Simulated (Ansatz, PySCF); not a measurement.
Gas-phase reaction (SMILES): [AlH2][Cl] + F (HF) → [F][AlH2] + Cl (HCl); hydrogen fluoride cleaves one Al-Cl bond, a model of a ligand-exchange step.

Each molecule is optimised on its own at B3LYP-D3(BJ)/def2-TZVP (Ansatz, a first-principles code). Valence correlation only, unless marked. No spin-orbit coupling. Non-relativistic. CBS(X,Y): correlation extrapolated as X^-3; Hartree-Fock from the larger set (for Q and 5 zeta extrapolated as (X+1)exp(-9√X)). Thermal terms are rigid-rotor harmonic-oscillator values from B3LYP-D3(BJ) frequencies (Ansatz or PySCF) at 298.15 K and 1 atm. 1 Eh = 627.5095 kcal/mol.

```tsv
species	E, CCSD(T)/CBS(cc-pV(Q+d)Z,cc-pV(5+d)Z) (Ansatz) (Eh)	E, PBE/def2-TZVPD (Ansatz) (Eh)	H - E (Eh)	G - E (Eh)
[AlH2][Cl]	-703.03884	-703.56889	0.01898	-0.00978
F (HF)	-100.39528	-100.39521	0.01259	-0.00713
[F][AlH2]	-343.06412	-343.34303	0.01964	-0.00772
Cl (HCl)	-460.37772	-460.62833	0.01000	-0.01120
```

Question: Work out ΔE and ΔH, ΔG, ΔS and the equilibrium constant at 298.15 K at the first level, then ΔH at the second.

Answer: 
1. ΔE = [(-343.06412) + (-460.37772)] - [(-703.03884) + (-100.39528)] = -0.00772 Eh = -4.8 kcal/mol at CCSD(T)/CBS(cc-pV(Q+d)Z,cc-pV(5+d)Z).
2. The terms H - E add up to -0.00193 Eh, so ΔH = (-0.00772 + (-0.00193))×627.5095 = -6.1 kcal/mol.
3. The terms G - E add up to -0.00201 Eh, so ΔG = -6.1 kcal/mol, and ΔS = (-0.00193 - (-0.00201))×627509.5/298.15 = 0.2 cal/(mol K).
4. log10 K = -ΔG/(RT ln 10) = 4.5, with RT ln 10 = 1.3642 kcal/mol.
5. At PBE/def2-TZVPD the same steps give ΔE = -4.6 and ΔH = -5.8 kcal/mol, a shift of +0.3 from the first level.
6. These values are not checked against measurement here, since the tables used lack a sound gas-phase enthalpy of formation for at least one species.
